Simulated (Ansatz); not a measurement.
`[OH][GeH]([SiH3])[SH]` + `[SH][AlH][SH]` → `[SiH3][S][AlH][SH]` + `[OH][GeH2][SH]`  (cleavage of the Si–Ge bond)

Gas-phase electronic energies from Ansatz, PBE0-D4/def2-TZVP geometries. CBS: MP2 limit from def2 TZ/QZ plus the TZ coupled-cluster correction, frozen cores. This one scheme is used for every species. DFT in def2-TZVPP. B3LYP here is the variant with VWN-RPA as its local correlation; programs differ in this. For Ge outer-core shells are correlated without core-valence functions, which leaves a few kJ/mol of doubt a bond. Scalar relativity is left out up to krypton. One conformer a species, not always the lowest.

**Question.** Is it downhill or uphill in electronic energy at CCSD(T)/CBS, and by how much? (Best estimate.)

**Answer.** Computed: Downhill: ΔE = -10.3 kcal/mol.

**Question.** What do these levels give: PBE-D4, r2SCAN-D4, B3LYP-D4, ωB97X-V, B2PLYP, PBE, PBE0, SCS-MP2/def2-TZVPP, CCSD(T)/def2-TZVPP, HF/def2-QZVPP, MP2/CBS(def2), CCSD/CBS(def2)? (Estimate.)

**Answer.** The calculation gave: PBE-D4 -8.4, r2SCAN-D4 -9.9, B3LYP-D4 -9.3, ωB97X-V -10.1, B2PLYP -9.7, PBE -7.8, PBE0 -8.9, SCS-MP2/def2-TZVPP -11.3, CCSD(T)/def2-TZVPP -9.8, HF/def2-QZVPP -11.4, MP2/CBS(def2) -12.1, CCSD/CBS(def2) -10.1 kcal/mol.

Largest T1 diagnostic among the species: 0.012.

From PBE to PBE0 (25 % exact exchange), in def2-TZVPP and without D4, ΔE moves by −1.1 kcal/mol. The D4 term adds −0.9 kcal/mol with B3LYP and −0.5 kcal/mol with PBE0; it sums over pairs of atoms, weighted by their polarisabilities, and B3LYP, whose exchange is more repulsive, gets the larger term.
